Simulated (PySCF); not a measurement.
InHF2, SMILES [F][InH][F]. Geometry: PBE-D3(BJ)/def2-TZVP. The def2 effective core potentials stand for the cores of In; spin–orbit coupling is left out.

Calculation: PBE-D3(BJ)/def2-TZVP in PySCF.

Harmonic wavenumbers (cm⁻¹): 144, 370, 384, 575, 576, 1859. Rotational constants (GHz): 11.73, 5.386, 3.692; symmetry number 2.

**Question.** Work out the zero-point energy and the ideal-gas rigid-rotor harmonic-oscillator thermochemistry at 298.15 K and 1 atm.

**Answer.** ZPE = ½ Σ hcν = ½ × 3908 cm⁻¹ = 23.38 kJ/mol. H − E(el) = 37.67 kJ/mol. Entropy in J/(mol K): translation 171.55, rotation 97.73, vibration 24.43, total 293.72. G − E(el) = -49.90 kJ/mol. Cp = 63.11 J/(mol K). Modes under 150 cm⁻¹ make the vibrational entropy uncertain.
